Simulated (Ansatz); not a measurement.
Geometry optimisation, UKS PBE0/def2-SVP in Ansatz.

input.yaml

```yaml
crystal:
  periodic: [false, false, false]
  atoms:
    - { symbol: W, position_ang: [-0.034279, 0.181068, -0.135138] }
    - { symbol: F, position_ang: [-0.169707, 0.836534, 2.835205] }
    - { symbol: H, position_ang: [1.280368, -0.736911, -0.59661] }
    - { symbol: H, position_ang: [0.284813, 1.835248, 0.184208] }
    - { symbol: H, position_ang: [-1.313947, -0.547633, 0.706703] }
    - { symbol: H, position_ang: [0.596345, -0.950739, 0.919691] }
    - { symbol: H, position_ang: [-0.136857, -0.185041, -1.785946] }
    - { symbol: O, position_ang: [-0.502755, -0.351755, 3.336539] }
    - { symbol: H, position_ang: [-0.518383, -0.881871, 2.512449] }
magnetization:
  spin_polarized: true
  initial_magnetization: 1
basis:
  gaussian: { orbitals: def2-SVP }
hamiltonian:
  xc: pbe0
relax:
  f_tol: 0.03
  max_steps: 50
```

Command:

```bash
$ ansatz run input.yaml --threads 2 --pin off --max-ram 3072MiB --backend cpu --events-out ev --progress --plain --runs-dir out
```

Q: Where does it end, and by what steps?

A: The run converged. The force dipped under the threshold on the way, but the program's further checks kept it going. After 23 steps the energy has fallen by 0.335 eV; H6 moved furthest, 1.02 Å. Joined: W1–F2 (3.04 → 2.39 Å).

```csv
step,energy less start (eV),largest force component (eV/Å),accepted
0,0.0000,2.900,yes
1,-0.1392,0.964,yes
2,-0.1727,0.518,yes
3,-0.1308,0.883,no
4,-0.1972,0.535,yes
5,-0.2052,0.161,yes
6,-0.2083,0.099,yes
7,-0.2093,0.035,yes
8,-0.2096,0.031,yes
9,-0.2101,0.019,yes
10,-0.2085,0.508,no
11,-0.2118,0.139,yes
12,-0.2133,0.311,yes
13,-0.2168,0.276,yes
14,-0.2220,0.149,yes
15,-0.2239,0.206,yes
16,-0.2312,0.528,yes
17,-0.2473,0.642,yes
18,-0.2936,0.277,yes
19,-0.3110,0.650,yes
20,-0.3054,0.291,no
21,-0.3333,0.063,yes
22,-0.3341,0.058,yes
23,-0.3345,0.016,yes
```

```xyz
9
Properties=species:S:1:pos:R:3
W 0.254 0.074 0.236
F -0.068 0.722 2.518
H 1.062 -0.575 -1.084
H 0.439 1.773 0.313
H -1.268 -0.591 0.691
H 1.591 -0.821 0.763
H -0.539 -0.404 -1.162
O -0.744 -0.305 3.235
H -1.241 -0.675 2.467
```

Whether the end is a true minimum wasn't checked by a vibrational analysis.

Run time: 95 s on 2 threads of Arm Neoverse V1, on a shared host, peak memory 0.24 GiB.
